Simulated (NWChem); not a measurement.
System: C$_{3}$H$_{8}$Te; SMILES C(C)(C)[TeH]

NWChem input:

```
start job
memory heap 200 mb stack 900 mb global 1100 mb
geometry units angstroms
  Te     0.037080     0.849897    -0.011376
  H     -1.442801     1.107847    -0.731931
  C     -0.004061    -1.308782    -0.410031
  C     -1.238518    -1.965984     0.176891
  C      1.291401    -1.902677     0.117664
  H     -0.020602    -1.378982    -1.507965
  H     -1.236097    -3.045183    -0.059566
  H     -1.266607    -1.859559     1.272503
  H     -2.168011    -1.538997    -0.227311
  H      2.178629    -1.440465    -0.341101
  H      1.325816    -2.982640    -0.104783
  H      1.371823    -1.790300     1.211195
end
basis spherical
  * library 3-21g
end
dft
  xc b3lyp
  iterations 150
end
driver
  maxiter 120
end
task dft optimize
```

The level has its own optimisation. Brackets give each atom's bonded neighbours.

Problem. Give the results of this calculation. (B3LYP/3-21G, non-relativistic.) Quantities: r H–Te (Å); r C–Te (Å); r C–H [C(CCHTe)–H(C)] (Å); dipole (D).

Solution. 
```json
{
 "r H–Te (Å)": "1.707",
 "r C–Te (Å)": "2.228",
 "r C–H [C(CCHTe)–H(C)] (Å)": "1.093",
 "dipole (D)": "1.67"
}
```
